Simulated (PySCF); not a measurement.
C₂H₆N (SMILES CC[NH-]), charge -1, singlet, geometry from GFN2-xTB (in this run its highest filled SCF level lies above zero, so its values depend strongly on the basis, on diffuse functions most of all); DF-R2SCAN/6-311++G** (PySCF).

Here is a job for PySCF.
```python
from pyscf import gto, scf, dft

mol = gto.Mole()
mol.atom = '''
    C     1.19119079   -0.38292669    0.00717213
    C    -0.13122655    0.52167957    0.02064457
    N    -1.34791120   -0.10755068    0.08388981
    H     2.09946740    0.22915829    0.01714482
    H     1.19406526   -1.03706791    0.87919469
    H     1.20063277   -1.00631015   -0.88849714
    H     0.06822949    1.23865150   -0.89692383
    H    -0.02730219    1.17890666    0.90869617
    H    -1.45949966   -0.68300083   -0.77374348
'''
mol.basis = '6-311++g**'
mol.charge = -1
mol.verbose = 4
mol.build()

mf = dft.RKS(mol)
mf.xc = 'r2scan'
mf = mf.density_fit(auxbasis='def2-universal-jkfit')
mf.kernel()
```

Problem. Predict the main parts of the log of this PySCF run.

Solution. 
```
PySCF version 2.14.0

[INPUT] verbose = 4
[INPUT] num. atoms = 9
[INPUT] num. electrons = 26
[INPUT] charge = -1
[INPUT] spin (= nelec alpha-beta = 2S) = 0
[INPUT] symmetry False subgroup None
[INPUT] Mole.unit = angstrom
[INPUT] Symbol           X                Y                Z      unit          X                Y                Z       unit  Magmom
[...]
nuclear repulsion = 75.0694222925484
number of shells = 60
number of NR pGTOs = 159
number of NR cGTOs = 108
basis = 6-311++g**
ecp = {}

******** <class 'pyscf.df.df_jk.DFRKS'> ********
method = DFRKS
initial guess = minao
damping factor = 0
level_shift factor = 0
DIIS = <class 'pyscf.scf.diis.CDIIS'>
diis_start_cycle = 1
diis_space = 8
diis_damp = 0
SCF conv_tol = 1e-09
SCF conv_tol_grad = None
SCF max_cycles = 50
direct_scf = False
XC library pyscf.dft.libxc version 7.1.2
    S. Lehtola, C. Steigemann, M. J. T. Oliveira, and M. A. L. Marques,  SoftwareX 7, 1–5 (2018)
XC functionals = r2scan
    J. W. Furness, A. D. Kaplan, J. Ning, J. P. Perdew, and J. Sun,  J. Phys. Chem. Lett. 11, 8208–8215 (2020)
    J. W. Furness, A. D. Kaplan, J. Ning, J. P. Perdew, and J. Sun,  J. Phys. Chem. Lett. 11, 9248–9248 (2020)
    J. W. Furness, A. D. Kaplan, J. Ning, J. P. Perdew, and J. Sun,  J. Phys. Chem. Lett. 11, 8208–8215 (2020)
    J. W. Furness, A. D. Kaplan, J. Ning, J. P. Perdew, and J. Sun,  J. Phys. Chem. Lett. 11, 9248–9248 (2020)
radial grids:
    Treutler-Ahlrichs [JCP 102, 346 (1995); DOI:10.1063/1.469408] (M4) radial grids

becke partition: Becke, JCP 88, 2547 (1988); DOI:10.1063/1.454033
pruning grids: <function nwchem_prune>
grids dens level: 3
symmetrized grids: False
atomic radii adjust function: <function treutler_atomic_radii_adjust>
small_rho_cutoff = 0
Set gradient conv threshold to 3.16228e-05
Initial guess from minao.
tot grids = 100992
init E= -134.379640042485
[...]
cycle= 1 E= -134.291817322742  delta_E= 0.0878  |g|= 0.783  |ddm|=  2.2
[...]
cycle= 2 E= -130.400572944284  delta_E= 3.89  |g|=  2.5  |ddm|=  385
[...]
cycle= 3 E= -134.40789311916  delta_E= -4.01  |g|= 0.462  |ddm|=  385
[...]
cycle= 4 E= -134.46073042552  delta_E= -0.0528  |g|= 0.223  |ddm|= 1.22
[...]
cycle= 5 E= -134.476750445048  delta_E= -0.016  |g|= 0.0608  |ddm|= 3.17
[...]
cycle= 6 E= -134.477487719513  delta_E= -0.000737  |g|= 0.035  |ddm|= 0.408
[...]
cycle= 7 E= -134.477799357857  delta_E= -0.000312  |g|= 0.00865  |ddm|= 0.281
[...]
cycle= 8 E= -134.477817303443  delta_E= -1.79e-05  |g|= 0.0042  |ddm|= 0.113
[...]
cycle= 9 E= -134.477822155265  delta_E= -4.85e-06  |g|= 0.00112  |ddm|= 0.0473
[...]
cycle= 10 E= -134.477822634936  delta_E= -4.8e-07  |g|= 0.000239  |ddm|= 0.0243
[...]
cycle= 11 E= -134.477822662089  delta_E= -2.72e-08  |g|= 5.52e-05  |ddm|= 0.00919
[...]
cycle= 12 E= -134.477822664584  delta_E= -2.49e-09  |g|= 2.65e-05  |ddm|= 0.00333
[...]
cycle= 13 E= -134.477822665131  delta_E= -5.47e-10  |g|= 4.32e-06  |ddm|= 0.00194
[...]
Extra cycle  E= -134.477822665136  delta_E= -5.12e-12  |g|= 4.75e-06  |ddm|= 0.000209
converged SCF energy = -134.477822665136
```
